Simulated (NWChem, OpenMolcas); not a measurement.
How methods differ on InPH4O (SMILES O[PH][InH2])

InPH4O: 7 atoms, total charge 0, spin state singlet. As SMILES, `O[PH][InH2]`. The shape is that of a PBE0-D4/def2-TZVP optimisation. This is one conformer, not always the lowest.

```xyz
7

O    -1.8445    0.1469    0.0792
P    -0.6228   -0.3700   -0.9355
In    1.3969    0.3659    0.3459
H    -2.6343    0.3118   -0.4419
H    -0.4837   -1.7221   -0.4922
H     1.2782    1.6232    1.5180
H     2.9101   -0.3557   -0.0735
```

Quantity: the dipole moment, in D. The values are calculated.

```json
{"level": "SVWN5/def2-SVPD (core potential)", "kind": "LDA", "program": "NWChem", "value (D)": "0.78", "CPU time": "29 s"}
{"level": "PBE/def2-SVPD (core potential)", "kind": "GGA", "program": "OpenMolcas", "value (D)": "0.76", "CPU time": "36 s"}
{"level": "revPBE/def2-SVPD (core potential)", "kind": "GGA", "program": "OpenMolcas", "value (D)": "0.75", "CPU time": "36 s"}
{"level": "M06-L/def2-SVPD (core potential)", "kind": "meta-GGA", "program": "OpenMolcas", "value (D)": "0.54", "CPU time": "44 s"}
{"level": "r2SCAN/def2-SVPD (core potential)", "kind": "meta-GGA", "program": "OpenMolcas", "value (D)": "0.69", "CPU time": "44 s"}
{"level": "B3LYP/def2-SVPD (core potential)", "kind": "global hybrid", "program": "NWChem", "value (D)": "0.71", "CPU time": "31 s"}
{"level": "M06-2X/def2-SVPD (core potential)", "kind": "hybrid meta-GGA", "program": "NWChem", "value (D)": "0.55", "CPU time": "37 s"}
{"level": "PBE0/def2-SVPD (core potential)", "kind": "global hybrid", "program": "OpenMolcas", "value (D)": "0.62", "CPU time": "34 s"}
```

The values span 0.54 to 0.78 D. Magnitudes only. CPU times are rough (shared hosts, several kinds of processor and program).
